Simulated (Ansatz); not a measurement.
Input and output for CH8GeSi2 (`[SiH3][GeH]1[CH2][SiH2]1`).

```yaml
crystal:
  periodic: [false, false, false]
  atoms:
    - {symbol: Si, position_ang: [-1.861509, 1.102899, 0.585819]}
    - {symbol: Ge, position_ang: [0.278173, 0.792099, -0.302278]}
    - {symbol: C, position_ang: [1.293247, -0.706518, 0.580188]}
    - {symbol: Si, position_ang: [0.899765, -1.285622, -1.192557]}
    - {symbol: H, position_ang: [-2.717340, 1.781687, -0.343613]}
    - {symbol: H, position_ang: [-1.804553, 1.874476, 1.877645]}
    - {symbol: H, position_ang: [-2.436891, -0.242840, 0.861343]}
    - {symbol: H, position_ang: [1.145837, 2.006792, -0.605301]}
    - {symbol: H, position_ang: [0.886380, -1.129422, 1.401545]}
    - {symbol: H, position_ang: [2.314440, -0.543533, 0.793040]}
    - {symbol: H, position_ang: [-0.105599, -2.330408, -1.359424]}
    - {symbol: H, position_ang: [2.013951, -1.362871, -2.233521]}
basis:
  gaussian: {orbitals: def2-SVPD}
hamiltonian: {xc: {name: PBE}, dispersion: d3bjatm}
scf: {lower_state_search: off}
```

```sh
$ ansatz run in.yaml --threads 4 --pin off --events-out ev --progress --plain --max-ram 10444MiB
```

Output, abridged:

```
Functional definition: PBE
1546 factors; their error is unknown
mean field evaluation 1: about -73398.2774 eV, gradient 6.4e1 eV
mean field evaluation 2: about -73368.8271 eV, gradient 1.1e2 eV
mean field evaluation 4: about -73408.0670 eV, gradient 8.8e0 eV
mean field evaluation 8: about -73408.2905 eV, gradient 2.6e-1 eV
mean field evaluation 16: about -73408.2493 eV, gradient 2.9e-4 eV
mean field -73408.24931647 eV, -2697.7034044816 hartree, gradient 3.0e-6 eV, S^2 0.000000; 0 other end points of the search recorded, 0 dependent functions left out
reference -73408.24936968 eV, -2697.7034064373 hartree; 37, 37 occupied and 133, 133 virtual orbitals, 1546 factors
Total energy: -73408.53956336 eV, -2697.7140708581 hartree
Checks for a lower state left out: stability, starts, cluster_reference, orbital_swaps, neighbouring_geometries, increment
```

Run time 0.9 s (4 threads of an Intel Xeon Platinum 8488C on a shared host); peak host memory 0.25 GiB.
